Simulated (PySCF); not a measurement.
Isomers of C5H13NSi2.

All values: PBE0/pcSseg-1 (PySCF) at GFN2-xTB geometries, gas phase, one conformer each.

(1) Rank by the highest Hirshfeld charge on any atom, highest value first.
A. `[CH3:1][CH2:2][CH2:3][Si@@:4]([CH3:5])([SiH3:6])[C:7]#[N:8]` with C1–C2–C3–Si4 179°, C2–C3–Si4–C5 54°
B. `[CH2:1]=[CH:2][N:3]([SiH2:4][SiH3:5])[C:6](=[CH2:7])[CH3:8]` with C1–C2–N3–Si4 -173°, C2–N3–Si4–Si5 -148°, C2–N3–C6–C7 69°
C. `[CH3:1][NH:2][C@@H:3]1[CH:4]=[CH:5][CH2:6][SiH2:7][SiH2:8]1` with C1–N2–C3–C4 -169°, N2–C3–C4–C5 174°, C4–C5–C6–Si7 63°, C5–C6–Si7–Si8 -49°, C6–Si7–Si8–C3 0°
D. `[CH:1]#[C:2][Si@:3]([NH2:4])([CH2:5][CH3:6])[CH2:7][SiH3:8]` with C2–Si3–N4–H -70° and 69°, C2–Si3–C5–C6 -173°, C2–Si3–C7–Si8 65°
E. `[CH3:1][CH2:2][SiH2:3][C:4]#[C:5][SiH2:6][NH:7][CH3:8]` with C1–C2–Si3–C4 -58°, C5–Si6–N7–C8 51°

(2) Rank by LUMO energy, highest first.
A. `[CH2:1]=[CH:2][N:3]([SiH2:4][SiH3:5])[C:6](=[CH2:7])[CH3:8]` with C1–C2–N3–Si4 -173°, C2–N3–Si4–Si5 -148°, C2–N3–C6–C7 69°
B. `[CH3:1][NH:2][C@@H:3]1[CH:4]=[CH:5][CH2:6][SiH2:7][SiH2:8]1` with C1–N2–C3–C4 -169°, N2–C3–C4–C5 174°, C4–C5–C6–Si7 63°, C5–C6–Si7–Si8 -49°, C6–Si7–Si8–C3 0°
C. `[SiH3:1][N:2]([SiH3:3])[CH2:4][C@:5]12[CH2:6][C@H:7]1[CH2:8]2` with Si1–N2–C4–C5 81°, N2–C4–C5–C6 86°
D. `[CH3:1][CH2:2][CH2:3][Si@@:4]([CH3:5])([SiH3:6])[C:7]#[N:8]` with C1–C2–C3–Si4 179°, C2–C3–Si4–C5 54°

(3) Rank by the highest IAO charge on any atom, highest value first.
A. `[CH3:1][NH:2][C@@H:3]1[CH:4]=[CH:5][CH2:6][SiH2:7][SiH2:8]1` with C1–N2–C3–C4 -169°, N2–C3–C4–C5 174°, C4–C5–C6–Si7 63°, C5–C6–Si7–Si8 -49°, C6–Si7–Si8–C3 0°
B. `[CH2:1]=[CH:2][N:3]([SiH2:4][SiH3:5])[C:6](=[CH2:7])[CH3:8]` with C1–C2–N3–Si4 -173°, C2–N3–Si4–Si5 -148°, C2–N3–C6–C7 69°
C. `[CH:1]#[C:2][Si@:3]([NH2:4])([CH2:5][CH3:6])[CH2:7][SiH3:8]` with C2–Si3–N4–H -70° and 69°, C2–Si3–C5–C6 -173°, C2–Si3–C7–Si8 65°
D. `[CH3:1][CH2:2][SiH2:3][C:4]#[C:5][SiH2:6][NH:7][CH3:8]` with C1–C2–Si3–C4 -58°, C5–Si6–N7–C8 51°
E. `[CH2:1]=[C:2]([CH3:3])[C@@:4]1([NH:5][SiH3:6])[CH2:7][SiH2:8]1` with C1–C2–C4–N5 15°, C2–C4–N5–Si6 79°
F. `[CH3:1][CH2:2][CH2:3][Si@@:4]([CH3:5])([SiH3:6])[C:7]#[N:8]` with C1–C2–C3–Si4 179°, C2–C3–Si4–C5 54°

## Answers

(1) D (+0.430 e), E (+0.383 e), A (+0.347 e), B (+0.291 e), C (+0.241 e).

(2) C (0.21 eV), B (0.02 eV), A (-0.19 eV), D (-0.51 eV).

(3) C (+1.168 e), D (+0.908 e), F (+0.754 e), E (+0.737 e), B (+0.596 e), A (+0.450 e).

All values together:

```tsv
SMILES	μ (D)	HOMO (eV)	LUMO (eV)	lowest IAO charge (e)	highest IAO charge (e)	lowest Hirshfeld charge (e)	highest Hirshfeld charge (e)
C=C(C)[C@@]1(N[SiH3])C[SiH2]1	1.07	-6.00	-0.25	-0.663 (N)	+0.737 (Si)	-0.229 (N)	+0.339 (Si)
CC[SiH2]C#C[SiH2]NC	0.60	-6.76	-0.51	-0.673 (N)	+0.908 (Si)	-0.244 (N)	+0.383 (Si)
[SiH3]N([SiH3])C[C@]12C[C@H]1C2	0.20	-6.77	0.21	-0.768 (N)	+0.730 (Si)	-0.261 (N)	+0.343 (Si)
C#C[Si@](N)(CC)C[SiH3]	1.44	-7.43	0.26	-0.835 (N/C)	+1.168 (Si)	-0.313 (N)	+0.430 (Si)
C=CN([SiH2][SiH3])C(=C)C	0.86	-5.82	-0.19	-0.449 (N)	+0.596 (Si)	-0.165 (C)	+0.291 (Si)
CN[C@@H]1C=CC[SiH2][SiH2]1	1.33	-6.19	0.02	-0.528 (C)	+0.450 (Si)	-0.165 (N)	+0.241 (Si)
CCC[Si@@](C)([SiH3])C#N	4.06	-8.38	-0.51	-0.699 (C)	+0.754 (Si)	-0.211 (N)	+0.347 (Si)
```

Conformers: `[CH2:1]=[C:2]([CH3:3])[C@@:4]1([NH:5][SiH3:6])[CH2:7][SiH2:8]1` with C1–C2–C4–N5 15°, C2–C4–N5–Si6 79°; `[CH3:1][CH2:2][SiH2:3][C:4]#[C:5][SiH2:6][NH:7][CH3:8]` with C1–C2–Si3–C4 -58°, C5–Si6–N7–C8 51°; `[SiH3:1][N:2]([SiH3:3])[CH2:4][C@:5]12[CH2:6][C@H:7]1[CH2:8]2` with Si1–N2–C4–C5 81°, N2–C4–C5–C6 86°; `[CH:1]#[C:2][Si@:3]([NH2:4])([CH2:5][CH3:6])[CH2:7][SiH3:8]` with C2–Si3–N4–H -70° and 69°, C2–Si3–C5–C6 -173°, C2–Si3–C7–Si8 65°; `[CH2:1]=[CH:2][N:3]([SiH2:4][SiH3:5])[C:6](=[CH2:7])[CH3:8]` with C1–C2–N3–Si4 -173°, C2–N3–Si4–Si5 -148°, C2–N3–C6–C7 69°; `[CH3:1][NH:2][C@@H:3]1[CH:4]=[CH:5][CH2:6][SiH2:7][SiH2:8]1` with C1–N2–C3–C4 -169°, N2–C3–C4–C5 174°, C4–C5–C6–Si7 63°, C5–C6–Si7–Si8 -49°, C6–Si7–Si8–C3 0°; `[CH3:1][CH2:2][CH2:3][Si@@:4]([CH3:5])([SiH3:6])[C:7]#[N:8]` with C1–C2–C3–Si4 179°, C2–C3–Si4–C5 54°.
